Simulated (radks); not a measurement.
The numbers below are computed, except where a source is named.
Question: Bi2+, 81 electrons, occupied as [Hg] 6p1. Level of theory: scalar-relativistic Kohn-Sham, r2SCAN, spin-polarised, spherical densities, finite nucleus; open shells are filled with parallel spins first (spin-orbit coupling, left out, can overturn this in heavy ions); meta-GGA in the generalised Kohn-Sham scheme; Fermi nuclear charge, rms radius 5.5211 fm (a radial shooting solver on a logarithmic mesh with Libxc functionals). Some entries of the table are withheld. Estimate them.

orbital  occ.  eigenvalue (eV)  <r^2> (bohr^2)  r(max) (bohr)
1s up       1        -90745.46       0.0003464       0.009660
1s down     1        -90745.44       0.0003464       0.009660
2s down     1        -16350.37        0.005244        0.05618
2s up       1        -16350.37        0.005244        0.05618
2p up       3        -13990.37        0.004487        0.04691
2p down     3        -13990.36        0.004487        0.04691
3s up       1        -3972.456         0.03365         0.1583
3s down     1        -3972.448         0.03365         0.1583
3p up       3        -3295.340         0.03498         0.1587
3p down     3        -3295.329         0.03498         0.1587
3d up       5        -2612.806         0.02904         0.1296
3d down     5        -2612.795         0.02904         0.1296
4s up       1        -932.6792          0.1603         0.3558
4s down     1        -932.6575          0.1603         0.3558
4p up       3        -709.8868          0.1837         0.3757
4p down     3        -709.8647          0.1837         0.3757
4d up       5        -453.6161          0.2057         0.3814
4d down     5        -453.5905          0.2057         0.3814
5s up       1        -178.3545          0.7784         0.7718
5s down     1        -178.2840          0.7788         0.7718
4f up       7        -171.9745          0.2322         0.3430
4f down     7        -171.9442          0.2322         0.3430
5p up       3        -115.8731           1.016            (1)
5p down     3        -115.8325           1.016            (2)
5d up       5         -45.3916             (3)            (4)
5d down     5         -45.2572             (5)            (6)
6s up       1         -31.5775           4.880          1.850
6s down     1         -30.4557           4.723          1.828
6p up       1         -19.7028           7.553          2.280
6p down     0         -18.1552           7.339          2.254

Answer: 
(1) 5p up r(max) (bohr): 0.8603
(2) 5p down r(max) (bohr): 0.8605
(3) 5d up <r^2> (bohr^2): 1.742
(4) 5d up r(max) (bohr): 1.031
(5) 5d down <r^2> (bohr^2): 1.719
(6) 5d down r(max) (bohr): 1.030
